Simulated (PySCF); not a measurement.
A structure optimised at B3LYP-D3(BJ)/def2-SVP, used in a PySCF frequency run:

```xyz
12

Al    -0.2531     0.1121     0.0000
Cl     0.6628     2.0261     0.0000
C     -2.1893    -0.0669     0.0000
H     -2.5179    -1.1186     0.0000
H     -2.6263     0.4251     0.8853
H     -2.6263     0.4251    -0.8853
N      0.8709    -1.2592     0.0000
C      0.5824    -2.6824     0.0000
H      1.8708    -1.0708     0.0000
H      0.9867    -3.2001    -0.8907
H      0.9867    -3.2001     0.8907
H     -0.5064    -2.8518     0.0000
```

Q: Write its SMILES, formula and point group.

A: C[NH][Al]([CH3])[Cl], C2H7AlClN, Cs

Q: What are its rotational constants (standard atomic weights)?

A: 4.2750, 1.7548, 1.2639 GHz
